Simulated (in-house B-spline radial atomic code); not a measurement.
Inner levels of erbium as electrons are removed. A shift is the extra binding of the orbital against the neutral atom ([Xe] 4f5/2(6) 4f7/2(6) 6s2). The density at the nucleus is averaged over the nuclear charge. Computed with a B-spline radial code for spherical atoms: Dirac-Hartree-Fock, jj configuration that fills j = l - 1/2 first, finite nuclei.

A number in brackets counts the electrons of a j subshell.

```csv
ion,configuration,shift of 1s1/2 (eV),shift of 2p3/2 (eV),shift of 3p3/2 (eV),radius of 1s1/2 (bohr),radius of 2p3/2 (bohr),radius of 3p3/2 (bohr),Σ<r²> (bohr²),change of density at nucleus (bohr⁻³)
Er45+,[Ar] 3d3/2(4) 3d5/2(1),2582.81,2514.02,2225.22,0.020366,0.078136,0.21535,0.68036,-2427.76
Er46+,[Ar] 3d3/2(4),?,?,?,?,?,?,?,?
Er47+,[Ar] 3d3/2(3),2895.72,2816.17,2447.65,0.020366,0.077964,0.21261,0.58336,-1546.32
Er48+,[Ar] 3d3/2(2),3057.68,2973.44,2562.98,0.020366,0.077881,0.21121,0.53778,-1079.77
Er49+,[Ar] 3d3/2(1),3222.09,3132.87,2679.58,0.020366,0.077797,0.20982,0.49365,-603.26
Er50+,[Ne] 3s2 3p6,?,?,?,?,?,?,?,?
Er51+,[Ne] 3s2 3p1/2(2) 3p3/2(3),3556.62,3439.3,2909.24,0.020364,0.077702,0.20724,0.39724,416.61
```

(1) Fill in the row of Er46+.

(2) Fill in the row of Er50+.

Answers

(1) shift of 1s1/2 (eV): 2736.21; shift of 2p3/2 (eV): 2661.07; shift of 3p3/2 (eV): 2333.57; radius of 1s1/2 (bohr): 0.020366; radius of 2p3/2 (bohr): 0.078043; radius of 3p3/2 (bohr): 0.21403; Σ<r²> (bohr²): 0.63044; change of density at nucleus (bohr⁻³): -2002.97.

(2) shift of 1s1/2 (eV): 3388.96; shift of 2p3/2 (eV): 3294.46; shift of 3p3/2 (eV): 2797.42; radius of 1s1/2 (bohr): 0.020366; radius of 2p3/2 (bohr): 0.077709; radius of 3p3/2 (bohr): 0.20844; Σ<r²> (bohr²): 0.4509; change of density at nucleus (bohr⁻³): -116.8.
